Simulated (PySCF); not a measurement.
# How the method moves the HOMO and LUMO of `COC([SiH3])[SiH3]`

Compound: C2H10OSi2.
Cartesian coordinates in Å at the PBE0-D3(BJ)/def2-SVP level; atoms count from 1:
```
atom  x, y, z in Å
C1     1.8773   -0.1836   -1.0966
O2     0.7133    0.5269   -0.7946
C3    -0.0022    0.0270    0.3297
Si4   -0.7862    1.5407    1.1683
Si5   -1.2702   -1.2859   -0.2172
H6     2.3120    0.2604   -2.0030
H7     2.6219   -0.1164   -0.2789
H8     1.6755   -1.2544   -1.2907
H9     0.6860   -0.4249    1.0752
H10   -1.7100    2.2241    0.2165
H11   -1.5628    1.0985    2.3686
H12    0.2855    2.4901    1.5916
H13   -0.6037   -2.3557   -1.0213
H14   -2.3221   -0.6426   -1.0591
H15   -1.9110   -1.9116    0.9808
```

Basis pcSseg-1 throughout (PySCF), one geometry. The structure is a single PBE0-D3(BJ)/def2-SVP conformer in the gas phase; no vibrational or solvent corrections.

Question: How do the orbital energies, the gap and the dipole change with the method?

Answer: 
```
   method                    kind  HOMO (eV)  LUMO (eV)  gap (eV)  μ (D)  SCF cycles
     BLYP                     GGA      -5.54      -0.21      5.32   1.51          15
     OPBE                     GGA      -5.63      -0.12      5.51   1.53          15
      PBE                     GGA      -5.65      -0.37      5.28   1.52          15
    B97-D                     GGA      -5.67      -0.18      5.49   1.53          14
     BP86                     GGA      -5.77      -0.41      5.35   1.55          13
      LDA                     LDA      -5.77      -0.64      5.13   1.56          15
      KT2                     GGA      -5.80      -0.52      5.28   1.48          15
      KT3                     GGA      -5.80      -0.34      5.46   1.46          14
    B97-2           global hybrid      -6.82       0.50      7.33   1.59          13
    B3LYP           global hybrid      -6.84       0.27      7.11   1.57          13
     PBE0           global hybrid      -7.08       0.46      7.54   1.60          13
 mPW1PW91           global hybrid      -7.11       0.50      7.62   1.60          13
BHandHLYP           global hybrid      -8.42       1.33      9.75   1.65          12
CAM-B3LYP  range-separated hybrid      -8.43       1.47      9.90   1.60          12
  wB97X-D  range-separated hybrid      -8.94       2.21     11.15   1.61          13
  LC-wPBE  range-separated hybrid      -9.73       2.64     12.37   1.65          13
       HF            Hartree–Fock     -10.51       3.55     14.06   1.76          10
```

The HOMO spans 4.98 eV, from BLYP down to HF, and the gap runs from 5.13 eV (LDA) to 14.06 eV (HF). Over the methods BLYP (0 %), OPBE (0 %), PBE (0 %), B97-D (0 %), BP86 (0 %), LDA (0 %), KT2 (0 %), KT3 (0 %), B97-2 (21 %), B3LYP (20 %), PBE0 (25 %), mPW1PW91 (25 %), BHandHLYP (50 %), HF (100 %), a straight line through the gap against the share of exact exchange rises by 0.87 eV for each 10 % (correlation coefficient 0.999). The dipole ranges from 1.46 D (KT3) to 1.76 D (HF). This basis has no diffuse functions.
